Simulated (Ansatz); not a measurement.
The cluster TiSe2 (the lowest singlet isomer of a short search) was relaxed with r2SCAN-D4 (def2-TZVP) in Ansatz in these states: neutral quintet, neutral triplet. The geometries follow in no particular order.

A:

```xyz
3

Ti    1.272   -0.621   -0.685
Se   -1.206   -0.647    0.153
Se   -0.067    1.268    0.533
```

B:

```xyz
3

Ti    1.0154   -0.4416   -0.8437
Se   -0.7318    1.1301   -0.3238
Se   -0.2836   -0.6885    1.1675
```

Task: Judge from the bond lengths which geometry belongs to which state (an estimate).

Result: A is the neutral quintet (Ti1–Se3 2.616 Å, Ti1–Se2 2.616 Å, Se2–Se3 2.260 Å); B is the neutral triplet (Ti1–Se3 2.407 Å, Ti1–Se2 2.407 Å, Se2–Se3 2.394 Å).

At PBE0-D4/def2-TZVP a triplet lies 0.90 eV below the neutral quintet. These are the stationary points nearest to one start from a short search; other shapes may lie lower in each state.
